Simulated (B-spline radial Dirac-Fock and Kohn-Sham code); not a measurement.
Calculated with a radial B-spline solver, using the Dirac equation of a negative muon with reduced mass in the field of a spherical finite nucleus, with the Uehling potential to all orders; nuclear polarisation, deformation, hyperfine structure, self-energy, higher-order vacuum polarisation, relativistic recoil and electron screening are left out. The nuclear charge is a Fermi distribution (skin thickness 2.3 fm).

Q: A muonic atom of atomic mass 72.93 u emits these computed lines: 2p3/2 → 1s1/2 1684 keV, 3d5/2 → 2p3/2 378.3 keV, 4f7/2 → 3d5/2 132.0 keV, 5g9/2 → 4f7/2 60.95 keV. Which element is it, and what rms charge radius was used?

A: Gallium (Z = 31, nuclide ⁷³Ga); the high transitions hardly feel the nucleus and fix Z. The 2p → 1s line lies 374.2 keV below the value for a point nucleus without QED, which for this nuclear model gives a radius near 4.04 fm (4.042 fm was used).
